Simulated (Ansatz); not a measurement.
H3Si (SMILES [SiH3-]), charge -1, multiplicity 1, relaxed at each level with Ansatz (a first-principles code); harmonic frequencies from differences of analytic forces, average atomic masses, frozen cores.

| level | harmonic frequencies (cm⁻¹) | ZPE (eV) | cost over PBE/def2-TZVPP (rough) |
|---|---|---|---|
| PBE/def2-TZVPP | 842 921 921 1837 1837 1845 | 0.509 | ×1 |
| B3LYP/def2-TZVPP | 889 963 963 1874 1874 1893 | 0.524 | ×1 |
| PBE0/def2-TZVPP | 868 955 955 1899 1899 1914 | 0.526 | ×1 |
| wB97X-V/def2-TZVPP | 896 978 978 1918 1918 1944 | 0.535 | ×3 |
| MP2/cc-pV(T+d)Z | 912 993 993 1946 1946 1970 | 0.543 | ×2 |
| CCSD(T)/cc-pV(T+d)Z | 906 974 974 1885 1885 1912 | 0.529 | - |
